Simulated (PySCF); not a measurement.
A run for PySCF: R-M06-2X/def2-TZVPP on H2S2Se (SMILES S[Se]S), a point of a torsion scan.

```python
from pyscf import gto, dft

mol = gto.M(
    atom='''
    S     1.93811491   -0.25292192   -0.40151834
    Se    0.05457839   -1.28823782   -0.79468992
    S    -0.11206990   -1.28917441   -2.97307468
    H     1.45134029    0.98843855   -0.32041182
    H     0.56025142   -2.41973861   -3.20657515
    ''',
    basis='def2-tzvpp',
    charge=0, spin=0, verbose=4, max_memory=1800)
mf = dft.RKS(mol, xc='m062x').density_fit(auxbasis='def2-universal-jkfit')
mf.grids.level = 4
mf.conv_tol = 1e-9
mf.max_cycle = 150
mf.kernel()
mf.dip_moment()
```

Output:

```
PySCF version 2.14.0

[INPUT] verbose = 4
[INPUT] num. atoms = 5
[INPUT] num. electrons = 68
[INPUT] charge = 0
[INPUT] spin (= nelec alpha-beta = 2S) = 0
[INPUT] symmetry False subgroup None
[INPUT] Mole.unit = angstrom
[INPUT] Symbol           X                Y                Z      unit          X                Y                Z       unit  Magmom
[INPUT]  1 S      1.938114910000  -0.252921920000  -0.401518340000 AA    3.662506377836  -0.477953159699  -0.758759696590 Bohr   0.0
[INPUT]  2 Se     0.054578390000  -1.288237820000  -0.794689920000 AA    0.103138209420  -2.434416663107  -1.501746302753 Bohr   0.0
[INPUT]  3 S     -0.112069900000  -1.289174410000  -2.973074680000 AA   -0.211781417807  -2.436186561698  -5.618296893079 Bohr   0.0
[INPUT]  4 H      1.451340290000   0.988438550000  -0.320411820000 AA    2.742635661647   1.867878150462  -0.605490586873 Bohr   0.0
[INPUT]  5 H      0.560251420000  -2.419738610000  -3.206575150000 AA    1.058721744699  -4.572643265936  -6.059548831336 Bohr   0.0

nuclear repulsion = 333.298315885059
number of shells = 56
number of NR pGTOs = 261
number of NR cGTOs = 160
basis = def2-tzvpp
ecp = {}


******** <class 'pyscf.df.df_jk.DFRKS'> ********
method = DFRKS
initial guess = minao
damping factor = 0
level_shift factor = 0
DIIS = <class 'pyscf.scf.diis.CDIIS'>
diis_start_cycle = 1
diis_space = 8
diis_damp = 0
SCF conv_tol = 1e-09
SCF conv_tol_grad = None
SCF max_cycles = 150
direct_scf = False
XC library pyscf.dft.libxc version 7.1.2
    S. Lehtola, C. Steigemann, M. J. T. Oliveira, and M. A. L. Marques,  SoftwareX 7, 1–5 (2018)
XC functionals = m062x
    Y. Zhao and D. G. Truhlar,  Theor. Chem. Acc. 120, 215 (2008)
    Y. Zhao and D. G. Truhlar,  Theor. Chem. Acc. 120, 215 (2008)
radial grids:
    Treutler-Ahlrichs [JCP 102, 346 (1995); DOI:10.1063/1.469408] (M4) radial grids

becke partition: Becke, JCP 88, 2547 (1988); DOI:10.1063/1.454033
pruning grids: <function nwchem_prune>
grids dens level: 4
symmetrized grids: False
atomic radii adjust function: <function treutler_atomic_radii_adjust>
small_rho_cutoff = 0
Set gradient conv threshold to 3.16228e-05
Initial guess from minao.
tot grids = 118984
******** <class 'pyscf.df.df.DF'> ********
auxbasis = def2-universal-jkfit
init E= -3198.49561149454
  HOMO = -0.263897382417706  LUMO = -0.0845536371404911  gap/eV = 4.88019
cycle= 1 E= -3199.15018093876  delta_E= -0.655  |g|= 0.302  |ddm|= 2.06
  HOMO = -0.310923479963026  LUMO = -0.0320566774050583  gap/eV = 7.58835
cycle= 2 E= -3199.16044703383  delta_E= -0.0103  |g|= 0.248  |ddm|= 0.382
  HOMO = -0.301866427737917  LUMO = -0.0202304764421275  gap/eV = 7.66370
cycle= 3 E= -3199.17023158436  delta_E= -0.00978  |g|= 0.0381  |ddm|= 0.19
  HOMO = -0.307950321662435  LUMO = -0.02123540523061  gap/eV = 7.80191
cycle= 4 E= -3199.17059370004  delta_E= -0.000362  |g|= 0.0148  |ddm|= 0.0496
  HOMO = -0.306584530796911  LUMO = -0.0206275590935229  gap/eV = 7.78129
cycle= 5 E= -3199.17065914101  delta_E= -6.54e-05  |g|= 0.00204  |ddm|= 0.015
  HOMO = -0.306614690762086  LUMO = -0.0205172550403395  gap/eV = 7.78511
cycle= 6 E= -3199.17066154886  delta_E= -2.41e-06  |g|= 0.000562  |ddm|= 0.00436
  HOMO = -0.306620716962403  LUMO = -0.0205441865317993  gap/eV = 7.78454
cycle= 7 E= -3199.17066174849  delta_E= -2e-07  |g|= 0.000246  |ddm|= 0.00127
  HOMO = -0.306609016785866  LUMO = -0.0205270288486082  gap/eV = 7.78469
cycle= 8 E= -3199.17066178315  delta_E= -3.47e-08  |g|= 6.74e-05  |ddm|= 0.000567
  HOMO = -0.306608362800336  LUMO = -0.0205311160589292  gap/eV = 7.78456
cycle= 9 E= -3199.17066178568  delta_E= -2.53e-09  |g|= 2.19e-05  |ddm|= 0.000153
  HOMO = -0.306605401790082  LUMO = -0.0205281076290299  gap/eV = 7.78456
cycle= 10 E= -3199.17066178588  delta_E= -2.01e-10  |g|= 4.45e-06  |ddm|= 3.64e-05
  HOMO = -0.306606117737109  LUMO = -0.0205288684186837  gap/eV = 7.78456
Extra cycle  E= -3199.17066178589  delta_E= -4.55e-12  |g|= 3.2e-06  |ddm|= 8.01e-06
converged SCF energy = -3199.17066178589
Dipole moment(X, Y, Z, Debye):  0.09974,  0.06354, -0.08230
```

The run converged.

Cost: around 19 core-seconds (rough).
